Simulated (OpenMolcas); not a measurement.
**Co⁷⁺: effect of the IPEA shift**

- Program: OpenMolcas 26.06
- Basis: ANO-RCC-VTZP [6s5p3d2f1g]
- Scalar Hamiltonian: DKH2, point nucleus
- Active space: 2 electrons in 5 orbitals (3d)
- State averaging: 2S+1 = 3 even, 10 roots; 2S+1 = 1 even, 15 roots kept (CI in the orbitals of an earlier block)
- Spin-orbit coupling: RASSI with atomic mean-field integrals over the reference wave functions, term energies averaged over their components

Methods on the same reference wave functions:
A. CASSCF
B. SS-CASPT2, IPEA 0 Eh, imaginary shift 0.1 Eh (closed shells correlated: 3s 3p)
C. SS-CASPT2, IPEA 0.25 Eh, imaginary shift 0.1 Eh (closed shells correlated: 3s 3p)

Energies in eV above 3d² ³F₂, the measured ground level; measured values from Sugar and Corliss, J. Phys. Chem. Ref. Data 10, 1097 (1981).

| Level | A | B | C | Measured |
| --- | --- | --- | --- | --- |
| 3d² ³F₂ | 0.0000 | 0.0000 | 0.0000 | 0.0000 |
| 3d² ³F₃ | 0.1698 | 0.1715 | 0.1714 | 0.1773 |
| 3d² ³F₄ | 0.3807 | 0.382 | 0.382 | 0.3898 |
| 3d² ¹D₂ | 2.8682 | 2.435 | 2.442 | 2.4331 |
| 3d² ³P₀ | 3.2837 | 2.808 | 2.840 | 2.7653 |
| 3d² ³P₁ | 3.3466 | 2.872 | 2.904 | 2.8317 |
| 3d² ³P₂ | 3.4943 | 3.022 | 3.053 | 2.9824 |
| 3d² ¹G₄ | 4.3849 | 4.109 | 4.106 | 4.0121 |
| 3d² ¹S₀ | 10.5528 | 9.545 | 9.542 | 9.2055 |

Deviations, from unrounded energies. A percentage is the sum of absolute deviations over the sum of measured energies, with the sign that they share, or ± where signs differ.

```csv
Against measurement,Levels,A,B,C
mean absolute deviation (cm-1),8,3700,580,680
fine structure of the ground term (%),2,-2.9,-2.4,-2.4
other terms of the ground configuration (%),6,+15.3,+2.3,+2.7
```

B lies closest to measurement on these levels and A furthest from it. The largest miss of B in the table is 3d² ¹S₀, by +2700 cm-1. The ranking rests on the paired levels alone, and a cruder setting can come out closer through cancelling errors.

Between B and C the level of the table that moves most is 3d² ³P₁, by 260 cm-1 (lowest in B, highest in C). Moves below CASPT2's spread within the term are not significant.

The mean deviations of B to C differ by less than CASPT2's widest spread within a term (950 cm-1), so their order carries little weight.

From A to B the spin-free energies of the other terms of 3d² shown, above ³F, scale by factors of 0.84 to 0.93, as is usual when dynamic correlation screens the repulsion within a d or f shell.

The lowest spin-free term lies below A's lowest term by 0.264 hartree in B, 0.261 hartree in C.

CASPT2 does not keep the components of a term degenerate, so their means are used; among the terms shown or strongly mixed into the levels shown the widest spread is 950 cm-1 (3d² ³F, B). Terms from blocks run as CI alone lack orbitals of their own. Without dynamic correlation excited terms often stand tens of per cent too high (terms of higher spin than the ground term too low), and those without a measured partner can miss by more than the paired ones (holds for A). Measured partners are found by configuration, term and J. A level has none where our copy of the source lacks it or the pairing is in doubt (some pairs that miss far off the trend of their configuration count as doubtful), and it then counts in no deviation. Levels of configurations outside the active space are missing.
